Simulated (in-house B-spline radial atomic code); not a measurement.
Radial electron density of Cd²⁺, [Kr] 4d10. Computed with a radial B-spline atomic code at the basis-set limit: Dirac-Kohn-Sham relativistic LDA, spherical fractional occupations, Fermi nucleus of rms radius 4.6087 fm.

Columns: r (bohr), 4πr²n(r) (electrons per bohr), bar.

```
 0.00112    1.639 #
 0.00136    2.305 #
 0.00166    3.254 ##
 0.00202    4.541 ###
 0.00246    6.298 ####
 0.00299    8.628 #####
 0.00365    11.77 #######
 0.00444    15.75 #########
 0.00541    20.79 ############
 0.00659    26.88 ###############
 0.00802    33.88 ###################
 0.00977    41.54 ########################
  0.0119    49.17 ############################
  0.0145    55.85 ################################
  0.0177     60.5 ###################################
  0.0215    62.11 ####################################
  0.0262     60.6 ###################################
  0.0319    57.05 #################################
  0.0389    53.89 ###############################
  0.0473    54.25 ###############################
  0.0576    59.85 ##################################
  0.0702    69.15 ########################################
  0.0855    76.75 ############################################
   0.104    76.75 ############################################
   0.127    67.83 #######################################
   0.154    57.03 #################################
   0.188    53.03 ##############################
   0.229    58.27 #################################
   0.279    63.11 ####################################
    0.34    56.37 ################################
   0.414    39.05 ######################
   0.504    23.31 #############
   0.614    17.94 ##########
   0.748    19.68 ###########
   0.911    20.07 ############
    1.11    16.02 #########
    1.35    10.17 ######
    1.65    5.253 ###
       2    2.371 #
    2.44    0.866 
    2.97   0.2513 
    3.62  0.05234 
    4.41 0.007243
```

On this grid the curve has 4 maxima, near 0.0215, 0.0855, 0.279, 0.911 bohr.

The 4p1/2 radial function P(r) = rR(r), positive near the nucleus, with its small component Q(r) (sign convention: Q ≈ (P' + κP/r)/2c):

| r (bohr) | P | Q |
| --- | --- | --- |
| 0.000753 | 0.00142 | 0.005645 |
| 0.00112 | 0.002325 | 0.008091 |
| 0.00166 | 0.003907 | 0.01149 |
| 0.00246 | 0.006771 | 0.01618 |
| 0.00365 | 0.01209 | 0.02251 |
| 0.00541 | 0.02202 | 0.03069 |
| 0.00802 | 0.04047 | 0.04065 |
| 0.0119 | 0.07396 | 0.05155 |
| 0.0177 | 0.1318 | 0.0611 |
| 0.0262 | 0.2202 | 0.06477 |
| 0.0389 | 0.3333 | 0.05669 |
| 0.0576 | 0.4202 | 0.03275 |
| 0.0855 | 0.3676 | -0.00282 |
| 0.127 | 0.04982 | -0.03136 |
| 0.188 | -0.4422 | -0.03063 |
| 0.279 | -0.6315 | -0.002616 |
| 0.414 | -0.04678 | 0.02026 |
| 0.614 | 0.8892 | 0.01642 |
| 0.911 | 1.153 | 0.002352 |
| 1.35 | 0.6627 | -0.002321 |
| 2 | 0.1866 | -0.001096 |
| 2.97 | 0.02171 | -0.0001551 |
